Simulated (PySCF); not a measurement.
## Static response to an electric field

C6H3F3O3.
SMILES with atom numbers: `[CH3:1][C:2]([F:3])([F:4])[C:5]1=[C:6]([F:7])[C:8](=[O:9])[O:10][C:11]1=[O:12]` (hydrogens: H13, H14, H15 on C1)

Geometry (PBE0-D3(BJ)/def2-SVP, Å), atoms numbered from 1 in this order:
```xyz
15
C6H3F3O3 angstrom
C     -2.1184    0.1760   -0.3840
C     -1.0792   -0.5841    0.3928
F     -1.3254   -0.4664    1.7225
F     -1.1505   -1.9052    0.0935
C      0.3357   -0.1305    0.1537
C      1.4381   -0.8388   -0.1219
F      1.6034   -2.1079   -0.3136
C      2.6162    0.0821   -0.2091
O      3.7475   -0.1760   -0.4502
O      2.1423    1.3368    0.0496
C      0.7781    1.2818    0.2723
O      0.1380    2.2566    0.4963
H     -3.1034   -0.2444   -0.1421
H     -2.0876    1.2364   -0.1037
H     -1.9359    0.0744   -1.4622
```

Level: B3LYP/def2-SVPD (PySCF), static field, nuclei fixed, core orbitals frozen in the response. The polarisability tensor in these axes (au):

```
x   104.02 -10.92  -7.81
y   -10.92  81.60   4.98
z    -7.81   4.98  57.00
```

What are the eigenvalues, a third of the trace, and Δα (Δα² = ½Σ(αi − αj)² over the three pairs)?

Principal values 55.31, 77.28 and 110.03 au; mean 80.87 au = 11.98 Å³ = 13.33 × 10⁻⁴⁰ C²·m²/J; Δα = 47.69 au (59 % of the mean).

What is the dipole moment, and where does it point?

(-2.24, -0.58, -1.28) D, 2.64 D in size, pointing from the negative to the positive side. Measured along this direction, the outermost atoms are O9 at the negative end and H13 at the positive end.

Give the principal axes and the span of the nuclei along them.

Largest value along (0.91, -0.38, -0.17), where the nuclei span 6.26 Å; middle along (0.40, 0.92, 0.07), 4.35 Å; least along (0.13, -0.13, 0.98), 3.28 Å. The response follows the extents in order.

Give the eigenvalues of the traceless quadrupole moment Θ = ½Σq(3rr − r²1), origin at the centre of nuclear charge.

-8.36, -5.03, 13.39 D·Å. The values depend on the origin, since the dipole doesn't vanish. The electronic extent ⟨r²⟩ about the same centre is 1827 bohr², a root-mean-square distance of 2.38 Å for the 90 electrons.

Rayleigh depolarisation ratio (linearly polarised light, static tensor)?

ρ = 3Δα²/(45ᾱ² + 4Δα²) = 6823.9/(294332 + 9098.5) = 0.0225.

Orientational against electronic polarisability at 400 K (dilute gas, rigid molecules)?

In Gaussian units μ²/3kT = 42.03 Å³ against 11.98 Å³, a ratio of 3.51; the Debye molar polarisation (4π/3)N_A(α + μ²/3kT) is 136.2 cm³/mol, leaving out the vibrational part.

Molar refractivity from α?

Lorentz–Lorenz: R = (4π/3)N_A α = 2.5225 cm³/(mol·Å³) × 11.98 Å³ = 30.2 cm³/mol, in the limit of long wavelengths.

The structure is a single PBE0-D3(BJ)/def2-SVP conformer in the gas phase; no vibrational or solvent corrections.
